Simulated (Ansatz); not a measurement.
Ansatz (a program for electronic structure) input (B3LYP-D3(BJ)/def2-TZVP):

Ansatz 0.2 input:
```yaml
crystal:
  periodic: [false, false, false]
  atoms:
    - {symbol: Ge, position_ang: [0.00094833, -0.00118881, 0.07714831]}
    - {symbol: H, position_ang: [-1.34644060, -0.20077094, -0.80977806]}
    - {symbol: H, position_ang: [0.84269039, -1.03780013, -0.84958551]}
    - {symbol: H, position_ang: [0.47340378, 1.27661299, -0.80938241]}
basis:
  gaussian:
    orbitals: def2-TZVP
hamiltonian:
  xc: b3lyp
  dispersion: d3bj
total_charge: -1
phonons: {temperatures: {t_min: 298.15, t_max: 298.15, t_step: 100}}
```

Output:

```
Functional definition: B3LYP
integrals: 0.01 GiB planned
521 factors; their error is unknown
mean field: 0.14 GiB planned
mean field evaluation 1: about -56567.6533 eV, gradient 2.6e1 eV
mean field evaluation 2: about -56567.4448 eV, gradient 3.2e1 eV
mean field evaluation 4: about -56568.2276 eV, gradient 1.8e-1 eV
mean field evaluation 8: about -56568.4443 eV, gradient 1.3e-2 eV
mean field -56568.44434621 eV, -2078.8519862544 hartree, gradient 1.9e-5 eV, S^2 0.000000; 0 other end points of the search recorded, 0 dependent functions left out
the calculation of the forces begins
reference -56568.44454585 eV, -2078.8519935912 hartree; 18, 18 occupied and 48, 48 virtual orbitals, 521 factors
these checks for a lower state are left out or cut short: stability, starts, cluster_reference, orbital_swaps, neighbouring_geometries, increment
integrals: 0.01 GiB planned
521 factors; their error is unknown
mean field: 0.14 GiB planned
mean field evaluation 16: about -56568.4443 eV, gradient 9.0e-2 eV
mean field -56568.44430669 eV, -2078.8519848022 hartree, gradient 2.1e-6 eV, S^2 0.000000; 0 other end points of the search recorded, 0 dependent functions left out
the calculation of the forces begins
reference -56568.44450634 eV, -2078.8519921391 hartree; 18, 18 occupied and 48, 48 virtual orbitals, 521 factors
these checks for a lower state are left out or cut short: stability, starts, cluster_reference, orbital_swaps, neighbouring_geometries, increment
integrals: 0.01 GiB planned
521 factors; their error is unknown
mean field: 0.14 GiB planned
mean field -56568.44430685 eV, -2078.8519848080 hartree, gradient 2.7e-6 eV, S^2 0.000000; 0 other end points of the search recorded, 0 dependent functions left out
the calculation of the forces begins
reference -56568.44450649 eV, -2078.8519921447 hartree; 18, 18 occupied and 48, 48 virtual orbitals, 521 factors
these checks for a lower state are left out or cut short: stability, starts, cluster_reference, orbital_swaps, neighbouring_geometries, increment
integrals: 0.01 GiB planned
521 factors; their error is unknown
mean field: 0.14 GiB planned
mean field evaluation 32: about -56568.4443 eV, gradient 5.7e-5 eV
mean field -56568.44429072 eV, -2078.8519842153 hartree, gradient 1.8e-6 eV, S^2 0.000000; 0 other end points of the search recorded, 0 dependent functions left out
the calculation of the forces begins
reference -56568.44449041 eV, -2078.8519915539 hartree; 18, 18 occupied and 48, 48 virtual orbitals, 521 factors
these checks for a lower state are left out or cut short: stability, starts, cluster_reference, orbital_swaps, neighbouring_geometries, increment
integrals: 0.01 GiB planned
521 factors; their error is unknown
mean field: 0.14 GiB planned
mean field -56568.44431901 eV, -2078.8519852549 hartree, gradient 2.6e-6 eV, S^2 0.000000; 0 other end points of the search recorded, 0 dependent functions left out
the calculation of the forces begins
reference -56568.44451860 eV, -2078.8519925898 hartree; 18, 18 occupied and 48, 48 virtual orbitals, 521 factors
these checks for a lower state are left out or cut short: stability, starts, cluster_reference, orbital_swaps, neighbouring_geometries, increment
integrals: 0.01 GiB planned
521 factors; their error is unknown
mean field: 0.14 GiB planned
mean field -56568.44432530 eV, -2078.8519854862 hartree, gradient 1.7e-6 eV, S^2 0.000000; 0 other end points of the search recorded, 0 dependent functions left out
the calculation of the forces begins
reference -56568.44452490 eV, -2078.8519928213 hartree; 18, 18 occupied and 48, 48 virtual orbitals, 521 factors
these checks for a lower state are left out or cut short: stability, starts, cluster_reference, orbital_swaps, neighbouring_geometries, increment
integrals: 0.01 GiB planned
521 factors; their error is unknown
mean field: 0.14 GiB planned
mean field -56568.44431607 eV, -2078.8519851470 hartree, gradient 1.6e-6 eV, S^2 0.000000; 0 other end points of the search recorded, 0 dependent functions left out
the calculation of the forces begins
reference -56568.44451576 eV, -2078.8519924854 hartree; 18, 18 occupied and 48, 48 virtual orbitals, 521 factors
these checks for a lower state are left out or cut short: stability, starts, cluster_reference, orbital_swaps, neighbouring_geometries, increment
integrals: 0.01 GiB planned
521 factors; their error is unknown
mean field: 0.14 GiB planned
mean field -56568.44434246 eV, -2078.8519861166 hartree, gradient 9.4e-7 eV, S^2 0.000000; 0 other end points of the search recorded, 0 dependent functions left out
the calculation of the forces begins
reference -56568.44454208 eV, -2078.8519934527 hartree; 18, 18 occupied and 48, 48 virtual orbitals, 521 factors
these checks for a lower state are left out or cut short: stability, starts, cluster_reference, orbital_swaps, neighbouring_geometries, increment
integrals: 0.01 GiB planned
521 factors; their error is unknown
mean field: 0.14 GiB planned
mean field evaluation 64: about -56568.4443 eV, gradient 2.9e-5 eV
mean field -56568.44433305 eV, -2078.8519857707 hartree, gradient 2.8e-6 eV, S^2 0.000000; 0 other end points of the search recorded, 0 dependent functions left out
the calculation of the forces begins
reference -56568.44453271 eV, -2078.8519931081 hartree; 18, 18 occupied and 48, 48 virtual orbitals, 521 factors
these checks for a lower state are left out or cut short: stability, starts, cluster_reference, orbital_swaps, neighbouring_geometries, increment
integrals: 0.01 GiB planned
521 factors; their error is unknown
mean field: 0.14 GiB planned
mean field -56568.44433077 eV, -2078.8519856871 hartree, gradient 7.8e-7 eV, S^2 0.000000; 0 other end points of the search recorded, 0 dependent functions left out
the calculation of the forces begins
reference -56568.44453044 eV, -2078.8519930247 hartree; 18, 18 occupied and 48, 48 virtual orbitals, 521 factors
these checks for a lower state are left out or cut short: stability, starts, cluster_reference, orbital_swaps, neighbouring_geometries, increment
integrals: 0.01 GiB planned
521 factors; their error is unknown
mean field: 0.14 GiB planned
mean field -56568.44433643 eV, -2078.8519858952 hartree, gradient 2.8e-6 eV, S^2 0.000000; 0 other end points of the search recorded, 0 dependent functions left out
the calculation of the forces begins
reference -56568.44453606 eV, -2078.8519932312 hartree; 18, 18 occupied and 48, 48 virtual orbitals, 521 factors
these checks for a lower state are left out or cut short: stability, starts, cluster_reference, orbital_swaps, neighbouring_geometries, increment
integrals: 0.01 GiB planned
521 factors; their error is unknown
mean field: 0.14 GiB planned
mean field -56568.44433287 eV, -2078.8519857644 hartree, gradient 2.9e-6 eV, S^2 0.000000; 0 other end points of the search recorded, 0 dependent functions left out
the calculation of the forces begins
reference -56568.44453250 eV, -2078.8519931005 hartree; 18, 18 occupied and 48, 48 virtual orbitals, 521 factors
these checks for a lower state are left out or cut short: stability, starts, cluster_reference, orbital_swaps, neighbouring_geometries, increment
integrals: 0.01 GiB planned
521 factors; their error is unknown
mean field: 0.14 GiB planned
mean field -56568.44432607 eV, -2078.8519855143 hartree, gradient 8.7e-7 eV, S^2 0.000000; 0 other end points of the search recorded, 0 dependent functions left out
the calculation of the forces begins
reference -56568.44452573 eV, -2078.8519928518 hartree; 18, 18 occupied and 48, 48 virtual orbitals, 521 factors
these checks for a lower state are left out or cut short: stability, starts, cluster_reference, orbital_swaps, neighbouring_geometries, increment
integrals: 0.01 GiB planned
521 factors; their error is unknown
mean field: 0.14 GiB planned
mean field evaluation 96: about -56568.4443 eV, gradient 1.4e-6 eV
mean field -56568.44433992 eV, -2078.8519860232 hartree, gradient 1.4e-6 eV, S^2 0.000000; 0 other end points of the search recorded, 0 dependent functions left out
the calculation of the forces begins
reference -56568.44453954 eV, -2078.8519933591 hartree; 18, 18 occupied and 48, 48 virtual orbitals, 521 factors
these checks for a lower state are left out or cut short: stability, starts, cluster_reference, orbital_swaps, neighbouring_geometries, increment
integrals: 0.01 GiB planned
521 factors; their error is unknown
mean field: 0.14 GiB planned
mean field -56568.44432632 eV, -2078.8519855235 hartree, gradient 1.1e-6 eV, S^2 0.000000; 0 other end points of the search recorded, 0 dependent functions left out
the calculation of the forces begins
reference -56568.44452599 eV, -2078.8519928611 hartree; 18, 18 occupied and 48, 48 virtual orbitals, 521 factors
Total energy: -56568.51229587 eV, -2078.8544833583 hartree
Atom 0 at     0.000948    -0.001189     0.077148 Å, force     0.000015     0.000002     0.000046 eV/Å
Atom 1 at    -1.346441    -0.200771    -0.809778 Å, force     0.000019     0.000003    -0.000022 eV/Å
Atom 2 at     0.842690    -1.037800    -0.849586 Å, force    -0.000016    -0.000008    -0.000012 eV/Å
Atom 3 at     0.473404     1.276613    -0.809382 Å, force    -0.000018     0.000003    -0.000012 eV/Å
Dipole moment:     0.002946    -0.003698     0.239961 e Å
Vibrations: 842.85 886.73 886.73 1715.86 1715.87 1722.84 cm⁻¹, zero-point energy 0.481733 eV
```
